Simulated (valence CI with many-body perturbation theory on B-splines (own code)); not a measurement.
## Sensitivity of CI+MBPT for Sb XXIX

Calculated by valence CI with perturbative core correlation (CI+MBPT): five valence electrons over a frozen Dirac-Fock core [Ar], a basis of 6 s, 6 p, 5 d, 5 f, 1 g functions for each j, with the one-electron correlation potential Σ1 (screened to all orders), the two-electron term Σ2, the three-electron term Σ3, Breit, model QED; selected single and double excitations, second order for the rest, scaled by the run's own slope (own B-spline code, finite nucleus).

No measured spectrum was set against this ion. As an estimate, large intervals hold to a few tenths of a per cent, small ones and those within an open d or f shell to about a per cent. Among the levels kept, up to 550 cm⁻¹ of a level comes from second order outside the variational space, and about a tenth of that is noise between levels of different J, which matters for small intervals. Only levels of the ground parity were solved; by the run's estimate the other parity begins above the list, which can be wrong where configurations are misplaced.

The reference run has the lowest level (3d3/2^3 3d5/2^2) J=5/2 [a] and an ionisation energy of 1605.63 eV. Its largest variational space holds 9982 state functions.

Levels are named by their leading jj configuration (3d3/2^4 stands for four electrons in 3d with j = 3/2), which in mixed levels can hold well under half, so a name can repeat and another be missing. Letters in brackets count levels of one name in rising energy.

Changed runs:
A. Davidson tolerance 2e-05 → 0.0003
B. lowest core n in screening and Σ2 1 → 1; Breit term on → off
C. correlating orbitals by l 3 3 3 3 1 → 4 4 3 0 0; logarithmic knot step 0.27 → 0.4
D. start configuration 3d5 → 3s5 (bad on purpose)

Excitation energies of the reference run in cm⁻¹, and shifts in cm⁻¹:

```tsv
Level	Reference	A	B	C
(3d3/2^4 3d5/2) J=5/2	86237	0	-1366	+1847
(3d3/2^3 3d5/2^2) J=7/2	131362	0	+1470	+1767
(3d3/2^3 3d5/2^2) J=3/2	135664	0	-315	+2073
(3d3/2^3 3d5/2^2) J=11/2	138017	0	+4790	+1484
(3d3/2^3 3d5/2^2) J=5/2 [b]	149912	0	+1410	+1612
(3d3/2^3 3d5/2^2) J=9/2	150317	0	+3453	+1601
(3d3/2^3 3d5/2^2) J=1/2	160838	0	+685	+2142
(3d3/2^2 3d5/2^3) J=7/2 [a]	188040	0	+2641	+2146
(3d3/2^3 3d5/2^2) J=5/2 [c]	194865	0	+2042	+2440
(3d3/2^2 3d5/2^3) J=7/2 [b]	214892	0	+2827	+2595
(3d3/2^2 3d5/2^3) J=11/2	214974	0	+6126	+1540
(3d3/2^2 3d5/2^3) J=3/2 [a]	223532	0	+2167	+2747
Ionisation energy (eV)	1605.63	0	+0.034	-0.22
```

No effect on these energies: A.

Run D: It gave no result: a shell was given more electrons than it holds. The program said: "a valence shell holds more than 4l+2 electrons".
